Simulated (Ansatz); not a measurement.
Input for Ansatz (a first-principles code): U-PBE/cc-pVTZ on GeH3N (SMILES [NH2][GeH]), a point of a bond scan (R = 0.807 Å).

Ansatz 0.2 input:
```yaml
crystal:
  periodic: [false, false, false]
  atoms:
    - {symbol: Ge, position_ang: [-0.14236253, 0.24006627, 0.31200616]}
    - {symbol: H, position_ang: [-0.50045421, 1.34585812, -0.79743283]}
    - {symbol: N, position_ang: [0.51606097, -0.92124331, -0.93851753]}
    - {symbol: H, position_ang: [0.55003619, -0.78766279, -1.73330244]}
    - {symbol: H, position_ang: [0.88509843, -1.82500787, -0.68514287]}
basis:
  gaussian:
    orbitals: cc-pVTZ
hamiltonian:
  xc: {name: PBE}
magnetization: {spin_polarized: true, initial_magnetization: 0}
```

The head of its log:

```
WARN ansatz: RAYON_NUM_THREADS=1 ignored (pool sized by the plan → 1); use --threads N
Functional definition: PBE
integrals: 0.03 GiB planned
712 factors; their error is unknown
mean field: 0.36 GiB planned
mean field evaluation 1: about -58034.2079 eV, gradient 5.8e1 eV
mean field evaluation 2: about -57967.2874 eV, gradient 1.1e2 eV
```

Problem. What total energy does the run end on?

Solution. -2133.1722 hartree.
